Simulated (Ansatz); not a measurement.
`C[SiH2]B1N[SiH2]1` + `C[NH][AlH2]` → `C[SiH2][N](C)[AlH2]` + `B1N[SiH2]1`  (cleavage of the Si–B bond)

Gas-phase electronic energies from Ansatz, PBE0-D4/def2-TZVP geometries. CBS: MP2 limit from def2 TZ/QZ plus the TZ coupled-cluster correction, frozen cores. Functionals use def2-TZVPP. B3LYP here is the variant with VWN-RPA as its local correlation; programs differ in this. Each species was taken in one conformer, which may not be the lowest.

`C[SiH2]B1N[SiH2]1`:

Cartesian coordinates in Å:
```
C -0.308 0.459 -2.322
Si 0.168 -0.861 -1.071
B 0.129 -0.233 0.822
N -0.143 0.905 1.553
Si 0.292 -0.293 2.758
H -0.270 0.065 -3.340
H 0.373 1.312 -2.264
H -1.321 0.822 -2.137
H -0.757 -2.025 -1.197
H 1.540 -1.363 -1.370
H -0.430 1.852 1.358
H 1.530 0.016 3.517
H -0.803 -0.655 3.693
```

`C[NH][AlH2]`:

```xyz
9

C     1.168   -0.468   -0.219
N    -0.093   -0.287    0.467
Al   -1.447    0.759    0.025
H     1.318   -1.502   -0.550
H     2.026   -0.192    0.406
H     1.200    0.165   -1.109
H    -0.155   -0.857    1.298
H    -2.717    0.752    0.973
H    -1.299    1.630   -1.290
```

`C[SiH2][N](C)[AlH2]`:

Cartesian coordinates in Å:
```
C -1.446 0.477 -1.625
Si -0.259 -0.756 -0.874
N 0.458 -0.192 0.600
C 1.294 1.001 0.483
Al 0.254 -1.003 2.174
H -1.872 0.076 -2.549
H -0.944 1.415 -1.873
H -2.268 0.699 -0.940
H -0.968 -2.025 -0.556
H 0.814 -1.034 -1.876
H 0.715 1.880 0.175
H 2.096 0.861 -0.252
H 1.766 1.245 1.439
H 1.030 -0.362 3.400
H -0.670 -2.281 2.274
```

`B1N[SiH2]1`:

```xyz
7

B     0.593    0.933   -0.301
N    -0.184   -0.058   -0.859
Si   -0.145   -0.419    0.859
H     1.185    1.886   -0.692
H    -0.515   -0.315   -1.776
H     0.523   -1.696    1.218
H    -1.457   -0.331    1.550
```

Task: Is it downhill or uphill in electronic energy at CCSD(T)/CBS, and by how much? (Estimate.)

Result: Ansatz gave: Downhill: ΔE = -57.9 kJ/mol.

Task: What do these levels give: PBE-D4, PBE0-D4, B2PLYP, r2SCAN, B3LYP, HF/def2-TZVPP, SCS-MP2/def2-TZVPP, MP2/def2-QZVPP, SCS-MP2/def2-QZVPP, HF/CBS(def2), MP2/CBS(def2), CCSD/CBS(def2)? (Best estimate.)

Result: Computed: PBE-D4 -41.6, PBE0-D4 -47.2, B2PLYP -55.0, r2SCAN -51.3, B3LYP -48.0, HF/def2-TZVPP -61.9, SCS-MP2/def2-TZVPP -62.8, MP2/def2-QZVPP -64.8, SCS-MP2/def2-QZVPP -63.8, HF/CBS(def2) -63.5, MP2/CBS(def2) -64.8, CCSD/CBS(def2) -58.5 kJ/mol.

Largest T1 diagnostic among the species: 0.014.

The D4 term adds −7.2 kJ/mol with B3LYP and −3.8 kJ/mol with PBE0; it sums over pairs of atoms, weighted by their polarisabilities, and B3LYP, whose exchange is more repulsive, gets the larger term. From PBE to PBE0 (25 % exact exchange), in def2-TZVPP and without D4, ΔE moves by −6.4 kJ/mol.
